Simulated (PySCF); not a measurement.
Method: PBE-D3(BJ)/def2-TZVP // PBE-D3(BJ)/def2-SVP (PySCF). All species are isolated molecules in the gas phase. One relaxed conformer stands for a flexible species; it need not be the lowest. 

Reference species: [Zn(OH)2] (neutral, multiplicity 1).

```
Property                                    Result
----------------------------------------  --------
charge on the central atom (Mulliken)       0.50 e
charge on the central atom (meta-Löwdin)    1.23 e
coordination number                              2
LUMO                                      -2.05 eV
```

Changed species: [Zn(OH)(H)] (1 of 2 OH replaced by H; the reference has 0 of 2 OH replaced by H).

Problem. What does the change do to the charge on the central atom (Mulliken), charge on the central atom (meta-Löwdin), coordination number and LUMO?

Solution. the charge on the central atom (Mulliken) drops by 0.23 e, to 0.27 e; the charge on the central atom (meta-Löwdin) drops by 0.23 e, to 1.00 e; the coordination number stays essentially unchanged; the LUMO increases by 0.78 eV, to -1.27 eV.
